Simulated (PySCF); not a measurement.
Stretching BeBr⁻

Set-up: PySCF, no relativity, basis sets Be def2-SVPD, Br def2-SVPD. Energies in eV from Be + Br⁻ in their ground configurations at the same level. State: ¹Σ⁺ (singlet), closed shell.

| R (Å) | B3LYP | RHF-MP2 | RHF-CCSD | r²SCAN |
| --- | --- | --- | --- | --- |
| 1.922 | -0.672 | -0.4924 |  | -0.890 |
| 2.011 | -0.865 | -0.7031 | -0.4378 | -1.087 |
| 2.101 | -0.968 | -0.8174 | -0.5654 | -1.190 |
| 2.168 | -1.004 | -0.8595 | -0.6167 | -1.225 |
| 2.235 | -1.014 | -0.8753 | -0.6413 | -1.234 |
| 2.302 | -1.007 | -0.8723 | -0.6467 | -1.224 |
| 2.391 | -0.978 | -0.8484 | -0.6336 | -1.190 |
| 2.503 | -0.923 | -0.7992 | -0.5977 | -1.127 |
| 2.637 | -0.842 | -0.7268 | -0.5413 | -1.035 |
| 2.816 | -0.728 | -0.6255 |  | -0.903 |

Question: Put a parabola through the three lowest points of the B3LYP curve and estimate Re, k and ωe (reduced mass 8.089 u; 1 eV/Å² = 0.16022 mdyn/Å; ωe = 1302.8·√(k/μ) cm⁻¹).

Answer: Through R = 2.168, 2.235, 2.302 Å the second-order coefficient is 1.89 eV/Å², so Re ≈ 2.241 Å, k ≈ 0.607 mdyn/Å and ωe ≈ 357 cm⁻¹. A polynomial fit of higher order to the unrounded B3LYP energies gives Re = 2.238 Å, k = 0.627 mdyn/Å, ωe = 363 cm⁻¹; anharmonicity and rounding make the difference.

The higher-order fit for each curve: B3LYP: Re = 2.238 Å, ωe = 363 cm⁻¹, De = 1.01 eV; RHF-MP2: Re = 2.255 Å, ωe = 355 cm⁻¹, De = 0.88 eV; RHF-CCSD: Re = 2.291 Å, ωe = 326 cm⁻¹, De = 0.65 eV; r²SCAN: Re = 2.230 Å, ωe = 379 cm⁻¹, De = 1.23 eV.

Correlated steps freeze 9 core orbitals. Correlated levels converge slowly with the basis: in double zeta they bind strong bonds too weakly, by up to about 1 eV, and carry superposition errors of some tenths. For an ion De counts to the pair picked by the measured ionisation energies or electron affinities, which need not be the lowest pair at this level. The highest Kohn–Sham level is positive in this anion. Much of that is self-interaction error, but it also means that the finite basis helps to hold the extra electron.
